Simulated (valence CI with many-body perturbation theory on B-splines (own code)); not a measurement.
## Energy levels of Pm XII

Level of theory: configuration interaction combined with many-body perturbation theory (CI+MBPT): four valence electrons over a frozen Dirac-Fock core [Kr] 4d10, radial functions for each j: 7 s, 7 p, 7 d, 7 f, 4 g, 2 h, with the one-electron correlation potential Σ1 (screened to all orders), the two-electron term Σ2, the three-electron term Σ3, Breit, model QED; selected single and double excitations, second order for the rest, scaled by the run's own slope (own B-spline code, finite nucleus).

No measured spectrum was set against this ion. As an estimate, terms of the open shell hold to a few per cent of their energy, and close levels can change places; configurations with another count of f electrons can be misplaced by thousands of cm⁻¹.

Levels 46 to 90 of 203, with energies above the lowest level, 4f²5s² ³H_4. "Leading %" is the weight of the configuration and term that name the level; weights of strongly mixed levels are sums over their largest components and can fall short. Lifetimes count E1, E2, E3, M1 and M2 decay at the calculated energies, and are blank where another channel may lead or the interval is too uncertain; long ones can be off by a factor of two.

```
No.  Configuration  Term  J  E (eV)  Leading %      g  Lifetime  Second component
 46          4f³5s   ⁵G°  3  18.668         83  0.894    419 ns    14 % 4f³5s ³G°
 47          4f³5s   ⁵G°  4  18.854         77  1.100    162 ns     9 % 4f³5s ³G°
 48          4f³5s   ³G°  3  19.030         80  0.790    802 ns    14 % 4f³5s ⁵G°
 49          4f³5s   ⁵G°  5  19.081         63  1.189   60.5 ns    10 % 4f³5s ³H°
 50        4f²5s5p   ⁵I°  5  19.206         40  1.047   12.7 ns  26 % 4f²5s5p ⁵H°
 51          4f³5s   ³G°  4  19.250         75  1.066    400 ns    15 % 4f³5s ⁵G°
 52          4f³5s   ³K°  6  19.317         97  0.860   5.57 μs                  
 53          4f³5s   ³G°  5  19.318         38  1.114    215 ns    37 % 4f³5s ¹H°
 54          4f³5s   ⁵G°  6  19.385         84  1.308    587 ns    13 % 4f³5s ³H°
 55          4f³5s   ³F°  2  19.425         69  0.830    368 ns    12 % 4f³5s ³D°
 56          4f³5s   ³K°  7  19.447         93  1.018   2.73 μs                  
 57          4f³5s   ³S°  1  19.565         39  1.418    175 ns    28 % 4f³5s ³P°
 58        4f²5s5p   ⁵G°  2  19.662         70  0.483   20.0 ns   8 % 4f²5s5p ⁵F°
 59          4f³5s   ³K°  8  19.672         96  1.122    124 ms                  
 60          4f³5s   ¹H°  5  19.734         52  1.092    166 ns    39 % 4f³5s ³G°
 61        4f²5s5p   ⁵H°  3  19.744         44  0.774   4.96 ns    22 % 4f³5s ³F°
 62          4f³5s   ³F°  3  19.758         56  0.957   10.7 ns  20 % 4f²5s5p ⁵H°
 63        4f²5s5p   ⁵H°  6  19.775         44  1.174   9.71 ns  31 % 4f²5s5p ⁵I°
 64          4f³5s   ³F°  4  19.786         53  1.130    255 ns    42 % 4f³5s ¹G°
 65          4f³5s   ³P°  2  19.810         38  1.172    177 ns    31 % 4f³5s ³D°
 66          4f³5s   ³S°  1  19.962         51  1.326    137 ns    40 % 4f³5s ³D°
 67        4f²5s5p   ⁵H°  4  20.023         42  0.944   2.48 ns  19 % 4f²5s5p ⁵G°
 68          4f³5s   ³P°  0  20.028         87          1.04 μs    12 % 4f³5s ⁵D°
 69        4f²5s5p   ⁵G°  3  20.039         49  1.013   9.21 ns  19 % 4f²5s5p ⁵F°
 70          4f³5s   ³D°  3  20.196         81  1.284    176 ns    15 % 4f³5s ³F°
 71        4f²5s5p   ³H°  5  20.217         26  1.082   2.10 ns  22 % 4f²5s5p ⁵G°
 72          4f³5s   ³P°  1  20.265         55  1.217    205 ns    23 % 4f³5s ³D°
 73        4f²5s5p   ⁵G°  4  20.281         28  1.223   14.1 ns  21 % 4f²5s5p ⁵F°
 74          4f³5s   ¹G°  4  20.427         46  1.105    379 ns    41 % 4f³5s ³F°
 75          4f³5s   ³D°  2  20.432         50  1.289    212 ns    36 % 4f³5s ³P°
 76          4f³5s   ¹K°  7  20.460         83  0.990    553 ns    11 % 4f³5s ³L°
 77          4f³5s   ³G°  3  20.586         92  0.780    155 ns                  
 78        4f²5s5p   ³H°  6  20.638         36  1.196   2.44 ns  34 % 4f²5s5p ⁵G°
 79          4f³5s   ⁵D°  2  20.665         69  1.406   15.6 ns     9 % 4f³5s ³D°
 80          4f³5s   ⁵D°  1  20.718         76  1.377   29.2 ns     9 % 4f³5s ³P°
 81          4f³5s   ⁵D°  3  20.718         69  1.403   14.6 ns     8 % 4f³5s ³D°
 82        4f²5s5p   ⁵H°  7  20.737         49  1.223   3.08 ns  29 % 4f²5s5p ⁵I°
 83          4f³5s   ⁵D°  0  20.769         86           994 ns    11 % 4f³5s ³P°
 84          4f³5s   ³G°  4  20.899         81  1.073   91.7 ns     5 % 4f³5s ⁵D°
 85          4f³5s   ⁵D°  4  20.964         56  1.355   12.9 ns  12 % 4f²5s5p ⁵D°
 86        4f²5s5p   ⁵F°  2  20.966         27  1.151   2.78 ns  16 % 4f²5s5p ³D°
 87          4f³5s   ³I°  5  20.998         20  1.072   3.68 ns  20 % 4f²5s5p ⁵G°
 88        4f²5s5p   ⁵F°  1  21.008         50  0.413   2.05 ns  24 % 4f²5s5p ³D°
 89        4f²5s5p   ⁵D°  3  21.081         28  1.300   3.02 ns    15 % 4f³5s ⁵D°
 90        4f²5s5p   ³H°  4  21.140         16  1.037   5.56 ns    12 % 4f³5s ⁵D°
```

Names give the largest LS component (configuration and term), which can be under half, so a name can repeat, a term be missing and a line seem to break the LS rules; names also repeat where a configuration has a term twice.

Where two levels of one J and parity lie close, their mixing, g and order are uncertain.
